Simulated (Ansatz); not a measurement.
Hg₄O₅, relaxed as a singlet with RKS B3LYP-D4/def2-SVP in Ansatz, starting from the GFN1-xTB geometry. Force threshold 0.02 eV/Å.

In the def2 sets Hg takes a core potential; there is no spin–orbit coupling. The structure holds 2 bonds between oxygen atoms, so isomers without such links may lie far lower. The restricted singlet is unstable towards broken spin symmetry in Hartree–Fock (as tested in another run); at B3LYP-D4/def2-SVP this wasn't settled. Another isomer (singlet) lies 0.12 eV lower at PBE0-D4/def2-TZVP; other spin states weren't run for this one.

Start:

```xyz
9

Hg    0.388    1.404    1.233
Hg   -2.040    1.290    0.320
Hg   -1.171   -1.129   -1.337
Hg    2.948    1.574    2.101
O    -0.267   -1.743    0.366
O     0.666   -0.368   -1.721
O     0.819   -1.032    0.694
O    -2.682    0.082   -1.053
O     1.339   -0.078   -0.602
```

(1) Estimate the energy that the relaxation releases and the steps that it takes.

(2) Does the start keep its bonding?

(3) Predict the relaxed structure.

## Answers

(1) 241.5 kJ/mol, in 14 steps; 1.8 min on 4 threads of Arm Neoverse V1 on a shared host. No frequencies were taken in this run, so the end may be a saddle point.

(2) Bonds lost: Hg1–Hg4, Hg3–O5 (atoms count from 1).

(3) 
```xyz
9

Hg    0.056    1.726    1.866
Hg   -2.298    0.546    0.638
Hg   -1.060   -0.564   -1.889
Hg    3.359    1.229    1.659
O    -0.359   -1.214    0.715
O     0.989   -0.985   -1.682
O     0.782   -0.686    0.878
O    -2.899    0.086   -1.396
O     1.431   -0.138   -0.787
```
Bond lengths (bridged metal pairs left out): 3 × Hg–O 2.01 to 2.17 Å; 2 × O–O 1.27 to 1.31 Å; 1 × Hg–Hg 2.91 Å.
